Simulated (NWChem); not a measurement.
System: AlAsH₄O₂; SMILES [OH][Al]([OH])[AsH2]

```xyz
8

Al    -0.0232     0.9280    -0.0067
As    -0.1274    -1.4786     0.0161
H      0.9132    -1.5497    -1.0981
H     -1.2915    -1.4533    -0.9704
O     -1.4848     1.7897     0.1117
H     -1.6301     2.7347     0.1617
O      1.5123     1.6575    -0.0553
H      1.7450     2.5858    -0.0246
```
Atoms are numbered in this order, from 1.

Level: PBE0/def2-SVP (NWChem), optimised geometry, unscaled harmonic frequencies. 

List the harmonic frequencies with IR intensities, and the thermochemistry.


```
frequency (cm⁻¹)  IR intensity (km/mol)
----------------  ---------------------
87                                  1.1
133                                 0.2
197                                13.6
212                                 6.7
258                                 0.1
344                               310.1
349                                31.4
455                               341.6
522                                 1.7
551                                 2.2
587                                 0.1
819                               174.4
935                               108.8
991                                19.1
2210                               59.9
2225                               77.4
3993                               37.3
3996                              150.3
```

| Property | Value |
|---|---|
| zero-point energy | 27.0 kcal/mol |
| thermal correction to the enthalpy at 298.15 K (with zero-point energy) | 32.3 kcal/mol |
| heat capacity Cv | 24.6 cal/(mol K) |
| entropy at 298.15 K and 1 atm (symmetry number 1) | 85.9 cal/(mol K) |
| dipole moment | 2.95 D |

Rigid rotor and harmonic oscillator; modes under 100 cm⁻¹ make the entropy uncertain.
